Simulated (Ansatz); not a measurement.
Mulliken charges of CH4BNO, SMILES `BC(N)=O` from ωB97M-V/def2-TZVPP in Ansatz (PBE0-D4/def2-TZVP geometry).

| atom | x (Å) | y (Å) | z (Å) | charge (e) |
| --- | --- | --- | --- | --- |
| B1 | -0.968 | 0.881 | -0.281 | -0.322 |
| C2 | 0.185 | -0.085 | -0.044 | 0.418 |
| N3 | 0.900 | -1.045 | 0.491 | -0.203 |
| O4 | 0.514 | 0.624 | -1.032 | -0.308 |
| H5 | -1.895 | 0.510 | -0.938 | 0.043 |
| H6 | -1.001 | 1.894 | 0.352 | 0.043 |
| H7 | 0.550 | -1.555 | 1.282 | 0.174 |
| H8 | 1.807 | -1.280 | 0.115 | 0.156 |

By hand: the dipole of these point charges (1 e Å = 4.8032 D).

Σ q r = (0.301, -0.666, 0.506) e Å, of length 0.889 e Å = 4.27 D.

How does the dipole of the full density compare? (Estimate.)

Ansatz gave: (0.442, -0.725, 0.472) e Å, 4.67 D; the point charges give 0.91 times that, at 8° from its direction.

Point charges leave out the atoms' own dipoles, such as those of lone pairs, and Mulliken's split depends on the basis, so the close match here is no proof of good charges.
